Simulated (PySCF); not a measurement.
**Simulated absorption spectrum**

C5H3F3N2.
InChI=1S/C5H3F3N2/c6-5(7,8)4-9-2-1-3-10-4/h1-3H

Method used: TDDFT CAM-B3LYP/def2-SVPD, vertical, gas phase, core orbitals frozen in the response in PySCF 2.14.0, density-fitted response routines. Geometry: GFN2-xTB; no solvent, vibrations or thermal averaging. Torsions of this conformer, `[F:1][C:2]([F:3])([F:4])[c:5]1[n:6][cH:7][cH:8][cH:9][n:10]1`: F1–C2–C5–N6 -87°.

Computed states:

| state | E (eV) | f |
| --- | --- | --- |
| S1 | 4.59 | 0.0049 |
| S2 | 4.67 | 0.0000 |
| S3 | 5.94 | 0.029 |
| S4 | 6.20 | 0.0002 |
| S5 | 6.23 | 0.0058 |
| S6 | 6.67 | 0.110 |
| S7 | 7.72 | 0.026 |
| S8 | 7.78 | 0.498 |

Each state is given a Gaussian of 0.25 eV full width at half maximum, with ε(max) = 2.175×10⁸ f / Δν̃ (Δν̃ the width in cm⁻¹). The width is an assumption, not a result. The curve ends short of the highest state used, and states not computed would add to its high-energy end.

**Question.** Give the broadened spectrum and its maxima.

**Answer.** 
λ (nm), ε (L mol⁻¹ cm⁻¹) and a bar:
```
    172.7          0 
    174.9          5 
    177.1         98 
    179.3        869 ##
    181.5       3875 ##########
    183.8       9365 ########################
    186.0      11889 ##############################
    188.2       8704 ######################
    190.4       3831 ##########
    192.6       1128 ###
    194.8        462 #
    197.0        565 #
    199.2        734 ##
    201.4        910 ##
    203.7       1481 ####
    205.9       2449 ######
    208.1       3148 ########
    210.3       2914 #######
    212.5       1945 #####
    214.7        951 ##
    216.9        347 #
    219.1         96 
    221.4         19 
    223.6          3 
    225.8          0 
    228.0          0 
    230.2          0 
    232.4          0 
    234.6          0 
    236.8          0 
    239.0          0 
    241.3          0 
    243.5          0 
    245.7          0 
    247.9          0 
    250.1          1 
    252.3          5 
    254.5         15 
    256.7         39 
    259.0         90 
    261.2        170 
    263.4        278 #
    265.6        392 #
    267.8        484 #
    270.0        523 #
    272.2        500 #
    274.4        424 #
    276.7        317 #
    278.9        215 #
    281.1        131 
    283.3         73 
    285.5         37 
    287.7         17 
    289.9          7 
    292.1          3 
    294.3          1
```

Maxima: 270 nm (4.59 eV), ε about 520, made up of S1 (100%); 209 nm (5.94 eV), ε about 3200, made up of S3 (99%); 186 nm (6.67 eV), ε about 12000, made up of S6 (100%) (ε in L mol⁻¹ cm⁻¹; maxima over ε = 5, shares over 10%).

**Question.** What would ε be at 6.67 eV, the highest of these maxima, with half the width (0.125 eV)?

**Answer.** About 23800 L mol⁻¹ cm⁻¹ against 11900, a factor of about 2.00; a lone state at its own centre would give exactly 2.

**Question.** Coming from long wavelengths, where does ε first pass 100 L mol⁻¹ cm⁻¹?

**Answer.** At about 282 nm (4.39 eV), 0.19 eV below S1.

**Question.** On this curve, what absorbance would a 10⁻³ mol/L sample give at 254 nm over a 1 cm path?

**Answer.** 254 nm is 4.881 eV, where ε is about 11 L mol⁻¹ cm⁻¹, so A = ε c l ≈ 0.011 (Beer–Lambert, with the gas-phase spectrum and the assumed width).

Hardware: Arm Neoverse V1, one thread, no GPU, on a shared host. Cost: 63 s of wall time (with the writing of density and orbital grids), 1.1 GiB resident at most.
